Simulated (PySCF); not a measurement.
Job file and geometry (Å, from GFN2-xTB) of an NMR shielding run on `InChI=1S/C6H3F3OS/c7-6(8,9)5(10)4-2-1-3-11-4/h1-3H`, GIAO PBE0/pcSseg-1 NMR shielding, non-relativistic, gas phase (PySCF); density fitting, a coarse starting grid and PySCF grid level 2 are the driver's defaults:

```
{"job": {"kind": "nmr", "xc": "PBE0", "basis": "pcSseg-1"}, "charge": 0, "multiplicity": 1}
O     -1.779266     1.990520     0.270335
C     -1.316466     0.876526     0.310480
C      0.075597     0.534118     0.273438
C      0.697317    -0.699443     0.316686
C      2.089515    -0.598075     0.256771
C      2.517111     0.699668     0.168051
S      1.238766     1.823825     0.156419
C     -2.272804    -0.350024     0.409418
F     -3.548496     0.015423     0.454661
F     -2.028678    -1.086041     1.508050
F     -2.129182    -1.175722    -0.642260
H      0.172435    -1.634293     0.389039
H      2.752895    -1.443533     0.277803
H      3.530580     1.046578     0.108967
```

Question: Write the output of this run.

Answer: 
```
coarse grid: 14344 points
cycle   1  E = -1002.1908966604  dE =  2.303e+00  |g| = 1.174e+00  |ddm| = 4.021e+00
cycle   2  E = -1001.4202220255  dE =  7.707e-01  |g| = 2.376e+00  |ddm| = 3.192e+00
cycle   3  E = -1002.4230084822  dE = -1.003e+00  |g| = 3.195e-01  |ddm| = 2.605e+00
cycle   4  E = -1002.4390607800  dE = -1.605e-02  |g| = 1.466e-01  |ddm| = 4.246e-01
cycle   5  E = -1002.4431109056  dE = -4.050e-03  |g| = 3.226e-02  |ddm| = 1.763e-01
cycle   6  E = -1002.4433524265  dE = -2.415e-04  |g| = 1.298e-02  |ddm| = 4.736e-02
cycle   7  E = -1002.4433944494  dE = -4.202e-05  |g| = 3.210e-03  |ddm| = 1.419e-02
cycle   8  E = -1002.4433964201  dE = -1.971e-06  |g| = 1.308e-03  |ddm| = 3.798e-03
final grid: 141136 points
cycle   9  E = -1002.5410268024  dE = -2.457e-05  |g| = 1.466e-02  |ddm| = 4.814e-02
cycle  10  E = -1002.5408745751  dE =  1.522e-04  |g| = 3.033e-02  |ddm| = 4.196e-02
cycle  11  E = -1002.5410711212  dE = -1.965e-04  |g| = 2.490e-03  |ddm| = 3.156e-02
cycle  12  E = -1002.5410723157  dE = -1.194e-06  |g| = 4.089e-04  |ddm| = 2.650e-03
cycle  13  E = -1002.5410723468  dE = -3.116e-08  |g| = 2.043e-04  |ddm| = 7.318e-04
cycle  14  E = -1002.5410723567  dE = -9.848e-09  |g| = 8.084e-05  |ddm| = 2.852e-04
cycle  15  E = -1002.5410723582  dE = -1.492e-09  |g| = 1.518e-05  |ddm| = 7.786e-05
cycle  16  E = -1002.5410723582  dE = -4.729e-11  |g| = 4.090e-06  |ddm| = 1.382e-05
converged SCF energy = -1002.5410723582

GIAO shielding tensors (ppm)
atom      isotropic    diamagn.    paramagn.     s11        s22        s33       span
  0 O     -256.599     395.230    -651.829   -768.785   -356.513    355.501   1124.286
  1 C        9.216     243.673    -234.456    -84.744     26.065     86.328    171.072
  2 C       39.780     266.854    -227.075     -8.327     18.670    108.996    117.322
  3 C       42.960     249.872    -206.913    -31.500      4.233    156.146    187.646
  4 C       53.325     253.381    -200.055    -24.586     36.616    147.945    172.531
  5 C       37.789     262.272    -224.483    -60.035     25.485    147.917    207.952
  6 S      248.871    1056.251    -807.380     91.904    231.009    423.701    331.797
  7 C       60.277     247.253    -186.976     47.100     52.990     80.741     33.641
  8 F      270.442     465.505    -195.063    193.721    276.786    340.820    147.099
  9 F      247.090     475.238    -228.148    161.416    244.628    335.225    173.809
 10 F      246.943     476.403    -229.461    161.138    244.604    335.087    173.949
 11 H       23.475      32.088      -8.613     19.733     23.065     27.626      7.893
 12 H       24.327      30.199      -5.872     21.071     25.068     26.841      5.770
 13 H       23.807      29.976      -6.169     21.147     23.545     26.730      5.583
```

Question: Turn these shieldings into chemical shifts. Chemical shifts δ = σref − σ; $^{17}$O (336.08 ppm) against H2O; $^{13}$C (186.93 ppm) and $^{1}$H (31.72 ppm) vs TMS; CS2 for $^{33}$S (503.73 ppm); $^{19}$F (170.95 ppm) against CFCl3, all at this level.

Answer: Averaging equivalent atoms: O 0: 592.7; C 1: 177.7; C 5: 149.1; C 2: 147.1; C 3: 144.0; C 4: 133.6; C 7: 126.6; S 6: 255; F 8/9/10: -83.9; H 11: 8.24; H 13: 7.91; H 12: 7.39 ppm. Unscaled 19F shifts against computed CFCl3 carry errors that often reach 10 to 50 ppm. Unscaled 17O shifts of doubly bonded oxygen tend to come out too high, by tens of ppm or more. Experimental scales use liquid or dissolved standards, which lie at an offset from isolated H2O (liquid H2O: subtract about 36 ppm).

Size and cost of the density-fitted run: 209 basis functions, 60 s wall time on 1 thread of an Arm Neoverse N1, shared host.
